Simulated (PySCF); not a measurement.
A geometry optimisation on `[Br][Al]1[CH2]C=C[CH2]1`.

Computed with PBE0-D3(BJ)/def2-SVP geometry optimisation, gas phase (PySCF 2.14.0). Start geometry: GFN2-xTB. The input is one job of a driver script: a line of settings, then coordinates in Å.

Command:
```bash
OMP_NUM_THREADS=1 python probes_run.py task.json out
```

Input:
```
{"job": {"xc": "PBE0", "basis": "def2-SVP", "d3": "d3bj", "grid": 1, "shake": 0.01, "kind": "geom"}, "charge": 0, "multiplicity": 1}
Br     3.342300    -1.578200    -0.646600
Al     1.293640    -0.588530    -0.386550
C      0.722710     1.287290     0.020540
C     -0.517610     0.897240     0.688100
C     -1.149440    -0.276990     0.435290
C     -0.574310    -1.272010    -0.517220
H      0.537090     1.837930    -0.896400
H      1.318250     1.988350     0.659900
H     -0.993810     1.595000     1.414680
H     -2.074180    -0.524740     0.959690
H     -0.991590    -1.104570    -1.508710
H     -0.873370    -2.289040    -0.231750
```

Output:
```
step   0  E = -2971.57733223  max force = 0.036780
step   1  E = -2971.58167824  max force = 0.003778
step   2  E = -2971.58246744  max force = 0.003027
step   3  E = -2971.58257127  max force = 0.005616
step   4  E = -2971.58278370  max force = 0.001269
step   5  E = -2971.58285907  max force = 0.000764
step   6  E = -2971.58295923  max force = 0.001696
step   7  E = -2971.58305759  max force = 0.001400
step   8  E = -2971.58330559  max force = 0.001018
step   9  E = -2971.58364279  max force = 0.001735
step  10  E = -2971.58384742  max force = 0.001763
step  11  E = -2971.58402161  max force = 0.000747
step  12  E = -2971.58411576  max force = 0.001222
step  13  E = -2971.58412024  max force = 0.001778
step  14  E = -2971.58412633  max force = 0.001431
step  15  E = -2971.58414807  max force = 0.001177
step  16  E = -2971.58416828  max force = 0.000794
step  17  E = -2971.58417712  max force = 0.000387
optimisation converged
```

Energies in Eh; «max force» is the largest Cartesian gradient component in Eh/bohr.

Problem. Give the first gradient maximum in eV/Å.

Solution. With 1 Eh/bohr = 51.422 eV/Å, 1.891 eV/Å.

Problem. How much energy does the optimisation release, in kJ/mol?

Solution. E(step 0) − E(last step) = 0.006845 Eh, which is 18.0 kJ/mol.

Summary of the converged run: final energy -2971.58418 Eh after 17 steps; dipole 1.12 D.

Problem. Where do the atoms end?

Solution. 0.515 Å rms from the input after alignment:
```
atom  x, y, z in Å
Br1    3.1103   -1.9120   -0.5401
Al2    1.2118   -0.7444   -0.2043
C3     0.9392    1.1365    0.2482
C4    -0.5708    1.1284    0.2682
C5    -1.2934    0.0171    0.0251
C6    -0.6544   -1.3162   -0.2837
H7     1.3364    1.8582   -0.4878
H8     1.3622    1.4498    1.2196
H9    -1.1010    2.0641    0.4876
H10   -2.3885    0.0845    0.0539
H11   -0.9873   -1.7185   -1.2569
H12   -0.9328   -2.0851    0.4595
```

Time: 2.9 min; peak memory 0.53 GiB. Hardware: Arm Neoverse V1, one thread, no GPU, shared host with 32 logical CPUs at a one-minute load of 30.
Labels such as C1 count atoms from 1, the log's own numbers from 0.
